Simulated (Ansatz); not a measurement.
Computed with Ansatz on PBE0-D4/def2-TZVP structures; ΔE is electronic, products minus reactants. CBS: MP2 limit from def2 TZ/QZ plus the TZ coupled-cluster correction, frozen cores. Functionals use def2-TZVPP. B3LYP here is the variant with VWN-RPA as its local correlation; programs differ in this. def2 core potentials past Kr. For Br, In outer-core shells are correlated without core-valence functions, which leaves a few kJ/mol of doubt a bond. Scalar relativity is left out up to krypton. One conformer a species, not always the lowest.

`[SiH3][O][In]([SH])[Br]` + `O[Si](F)(Cl)O[SiH3]` → `[SiH3][O][In]([SH])[O][SiH3]` + `O[Si](F)(Cl)Br`  (redistribution)

CCSD(T)/CBS gives +132.0 kJ/mol.

Q: Another level gave +135.3 kJ/mol. Which?
A. PBE-D4/def2-TZVPP
B. CCSD(T)/def2-TZVPP
C. B3LYP/def2-TZVPP
D. HF/def2-TZVPP

A: B. CCSD(T)/def2-TZVPP 135.3, PBE-D4 123.2, HF/def2-TZVPP 167.7, B3LYP 142.5 kJ/mol.

Largest T1 diagnostic among the species: 0.015.

From PBE to PBE0 (25 % exact exchange), in def2-TZVPP and without D4, ΔE moves by +10.9 kJ/mol. The D4 term adds −3.7 kJ/mol with B3LYP and −1.9 kJ/mol with PBE0; it sums over pairs of atoms, weighted by their polarisabilities, and B3LYP, whose exchange is more repulsive, gets the larger term. In def2-TZVPP, CCSD(T) changes the Hartree–Fock value by −32.4 kJ/mol (the triples alone add −5.4 kJ/mol) and MP2 by −35.2 kJ/mol.
